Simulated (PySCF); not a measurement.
Gas-phase reaction: SnCl3 + SnH2 + 3 Cl → 2 SnHCl3

Computed with PySCF and rigid-rotor harmonic-oscillator thermochemistry at 1 bar. † marks an energy on the PBE0/def2-TZVP geometry and frequencies; other levels use their own. Open shells (unrestricted): SnCl3 (multiplicity 2), Cl (multiplicity 2); the rest are closed-shell singlets. Spin-orbit splitting is ignored; it lowers the true energy and changes the entropy of Cl. Sn: scalar-relativistic def2 core potential, no spin-orbit coupling. SnCl3, SnH2, SnHCl3: computed as isolated molecules; such fragments, hydroxides, amides, oligomers or adducts are transient or little studied in the gas.

BLYP/def2-TZVP† gives ΔH°(298 K) = -907 kJ.

**Question.** What do PBE0/def2-TZVP, LDA/def2-TZVP†, ωB97M-V/def2-TZVP† give?

**Answer.** PBE0/def2-TZVP: -1008 kJ; LDA/def2-TZVP†: -1166 kJ; ωB97M-V/def2-TZVP†: -1030 kJ. For scale, ΔH°(298 K) is -907 kJ at this level, -1030 kJ at ωB97M-V/def2-TZVP†, and runs from -1166 to -742 kJ over the 17 levels computed.
